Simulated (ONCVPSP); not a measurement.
**What the settings do to the ONCV potential of S**

Base potential:

sulfur (S), optimised norm-conserving Vanderbilt (ONCV), made with ONCVPSP 4.0.1 (LDA (Perdew-Wang 92), non-relativistic). Core [Ne], reference 3s2 3p4. Waves: 3s: rc 1.40 bohr, ncon 3, nbas 7, qcut 3.7 1/bohr, 2 projectors, debl 3.9 Ha; 3p: rc 1.70 bohr, ncon 3, nbas 6, qcut 5.1 1/bohr, 2 projectors, debl 1.2 Ha. Local part: polynomial inside 1.30 bohr (lpopt 5, dvloc0 3 Ha). Core correction: Teter function fitted to the true core (icmod 2), fcfact 0.7.

Cutoffs, loose and tight: the cutoffs (Ha) at which the residual kinetic energy of the hardest occupied pseudo-wave falls to 1 and 0.1 mHa per electron. They do not see the model core or the augmentation charge, which bear on the density cutoff. Test errors are all-electron minus pseudo excitation energies from the reference, over the configurations 3s2 3p3; 3s2 3p2; 3s2 3p1; 3s0 3p6. A dash means not determined; rows that change the core or the reference have their own tests.

A true bound ghost makes a file unfit for plane-wave use even where its test errors are small: the radial tests pick states by their node count and pass the ghost by.

| change | outcome | cutoff, loose | cutoff, tight | bound ghosts | GHOST(+) flags above zero | largest test error (meV) |
| --- | --- | --- | --- | --- | --- | --- |
| base | generated | 57 Ha | 93 Ha | none | none | +69 |
| s: rc 1.08; local potential polynomial inside 1.08 bohr (lpopt 5, dvloc0 3 Ha) | generated | 27 Ha | 86 Ha | none | s | +54 |
| s: rc 1.24; local potential polynomial inside 1.24 bohr (lpopt 5, dvloc0 3 Ha) | generated | 64 Ha | 92 Ha | none | s | +58 |
| s: rc 1.36 | generated | 61 Ha | 98 Ha | none | none | +66 |
| s: rc 1.48 | generated | 51 Ha | 85 Ha | none | s | +77 |
| s: rc 1.62 | generated | 30 Ha | 68 Ha | none | s | +96 |
| s: rc 1.78 | generated | 13 Ha | 45 Ha | none | none | +121 |
| s: rc 1.88 | generated | 7.7 Ha | 39 Ha | none | none | +138 |

**Question.** What comes out with this change to the base: s: rc 2.02?

**Answer.** outcome: generated; cutoff, loose: 6.1 Ha; cutoff, tight: 30 Ha; bound ghosts: none; GHOST(+) flags above zero: s; largest test error (meV): -164.

**Question.** What comes out with this change to the base: s: rc 0.96; local potential polynomial inside 0.96 bohr (lpopt 5, dvloc0 3 Ha)?

**Answer.** outcome: generated; cutoff, loose: 171 Ha; cutoff, tight: 203 Ha; bound ghosts: s; GHOST(+) flags above zero: none; largest test error (meV): +52.

Reading the sweep of the s radius (base included, trends over the rows without a ghost): The loose cutoff falls from 27 Ha at 1.08 to 6.1 Ha at 2.02 bohr, with one reversal. A larger radius leaves more room for a smooth pseudo-wave, so fewer plane waves are needed; a smaller one forces it to follow the all-electron wave where it bends sharply. The median size of the test errors (rows with all tests solved) rises from 8.4 meV at 1.08 to 102.6 meV at 2.02 bohr. More of the atom is replaced by a form fitted at one configuration, so other configurations suffer as the radius grows. Bound ghosts are found at 0.96 bohr.
